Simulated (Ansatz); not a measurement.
Reaction (substitution at a C–C bond): `C[CH2][SnH2][F]` + `CB(N)O` → `COB(C)N` + `[CH3][SnH2][F]`

Program: Ansatz. Geometries: PBE0-D4/def2-TZVP. ΔE: electronic, gas phase. CBS: MP2 limit from def2 TZ/QZ plus the TZ coupled-cluster correction, frozen cores. This one scheme is used for every species. Functionals use def2-TZVPP. B3LYP here is the variant with VWN-RPA as its local correlation; programs differ in this. Elements past krypton have def2 core potentials. For Sn outer-core shells are correlated without core-valence functions, which leaves a few kJ/mol of doubt a bond. One conformer a species, not always the lowest.

`C[CH2][SnH2][F]`:

Cartesian coordinates in Å:
```
C 1.489 0.027 0.061
C 0.174 0.648 0.511
Sn -1.522 -0.428 -0.217
F -1.223 -0.479 -2.128
H 1.612 -0.987 0.449
H 2.341 0.616 0.412
H 1.552 -0.028 -1.028
H 0.102 0.690 1.602
H 0.073 1.672 0.146
H -1.564 -2.075 0.237
H -3.034 0.345 -0.045
```

`CB(N)O`:

Z-matrix (Å, degrees):
```
C
B 1 1.579
H 1 1.095 2 110.9
H 1 1.092 2 113.4 3 120.9
H 1 1.095 2 110.9 3 -118.2
N 2 1.404 1 122.1 3 -120.8
O 2 1.379 1 121.6 3 59.2
H 6 1.005 2 122.2 1 180.0
H 6 1.002 2 123.1 1 -0.0
H 7 0.957 2 112.7 1 0.0
```

`COB(C)N`:

Cartesian coordinates in Å:
```
C -0.781 -0.864 1.499
O 0.255 0.023 1.169
B 0.484 0.410 -0.131
C -0.392 -0.104 -1.337
N 1.555 1.299 -0.321
H -0.648 -1.842 1.023
H -0.772 -1.005 2.581
H -1.762 -0.471 1.211
H -1.444 0.170 -1.207
H -0.065 0.297 -2.298
H -0.368 -1.196 -1.409
H 1.820 1.653 -1.221
H 2.118 1.631 0.443
```

`[CH3][SnH2][F]`:

Cartesian coordinates in Å:
```
C 0.236 -1.104 0.288
Sn -0.336 0.870 -0.250
F 1.319 1.867 -0.233
H 0.933 -1.494 -0.453
H 0.720 -1.085 1.264
H -0.640 -1.753 0.334
H -1.319 1.664 0.896
H -0.913 1.035 -1.847
```

Is it downhill or uphill in electronic energy at CCSD(T)/CBS, and by how much? (Estimate.)

Ansatz gave: Uphill: ΔE = +11.1 kcal/mol.

What do these levels give: r2SCAN-D4, PBE0-D4, ωB97X-V, B2PLYP, r2SCAN, PBE0, B3LYP, MP2/def2-TZVPP, CCSD/def2-TZVPP, HF/def2-QZVPP, SCS-MP2/def2-QZVPP, CCSD/CBS(def2)? (An estimate is asked.)

Ansatz gave: r2SCAN-D4 10.0, PBE0-D4 10.6, ωB97X-V 9.5, B2PLYP 9.9, r2SCAN 10.1, PBE0 10.6, B3LYP 9.2, MP2/def2-TZVPP 11.8, CCSD/def2-TZVPP 10.4, HF/def2-QZVPP 8.1, SCS-MP2/def2-QZVPP 11.0, CCSD/CBS(def2) 10.9 kcal/mol.

Largest T1 diagnostic among the species: 0.013.

In def2-TZVPP, CCSD(T) changes the Hartree–Fock value by +2.3 kcal/mol (the triples alone add +0.1 kcal/mol) and MP2 by +3.6 kcal/mol.
